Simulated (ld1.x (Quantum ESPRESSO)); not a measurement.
An all-electron radial function and its pseudo partner (arsenic (As))

Columns: radius, all-electron u(r) and pseudo u(r) of the 4p shell (level -5.35 eV) of arsenic in the configuration [Ar] 3d10 4s2 4p3; LDA (PZ), scalar-relativistic, TM scheme, ld1.x (Quantum ESPRESSO) 7.5.

| r (bohr) | all-electron | pseudo |
| --- | --- | --- |
| 0.085 | 0.1647 | 0.0027 |
| 0.170 | 0.0987 | 0.0109 |
| 0.255 | -0.0843 | 0.0243 |
| 0.340 | -0.2253 | 0.0429 |
| 0.425 | -0.2827 | 0.0664 |
| 0.510 | -0.2681 | 0.0945 |
| 0.595 | -0.2056 | 0.1269 |
| 0.680 | -0.1164 | 0.1633 |
| 0.765 | -0.0158 | 0.2033 |
| 0.850 | 0.0862 | 0.2466 |
| 0.935 | 0.1836 | 0.2928 |
| 1.020 | 0.2730 | 0.3412 |
| 1.105 | 0.3527 | 0.3909 |
| 1.190 | 0.4221 | 0.4406 |
| 1.275 | 0.4813 | 0.4886 |
| 1.360 | 0.5307 | 0.5328 |
| 1.445 | 0.5711 | 0.5714 |
| 1.530 | 0.6032 | 0.6032 |
| 1.615 | 0.6279 | 0.6279 |
| 1.700 | 0.6459 | 0.6459 |
| 1.785 | 0.6582 | 0.6582 |
| 1.870 | 0.6653 | 0.6653 |
| 1.955 | 0.6680 | 0.6680 |
| 2.040 | 0.6670 | 0.6670 |
| 2.125 | 0.6627 | 0.6627 |
| 2.210 | 0.6556 | 0.6556 |

(1) How many radial nodes do the two functions have?

(2) At about which radius was the pseudo-wave matched?

(3) Where does each function peak?

(4) Is the pseudo-wave norm-conserving?

Results:

(1) The all-electron 4p function has n − l − 1 = 2; the pseudo-wave has 0, since the states of the same l below it are removed with the core.

(2) 1.60 bohr. The columns agree to 0.0005 from 1.45 bohr on; several derivatives are matched, so the curves merge somewhat inside the radius.

(3) Outermost all-electron maximum near 1.96 bohr, pseudo maximum near 1.96 bohr (to the table’s step).

(4) Yes: the TM scheme keeps the norm inside the radius equal to the all-electron one, which fixes the energy derivative of the logarithmic derivative at the level.
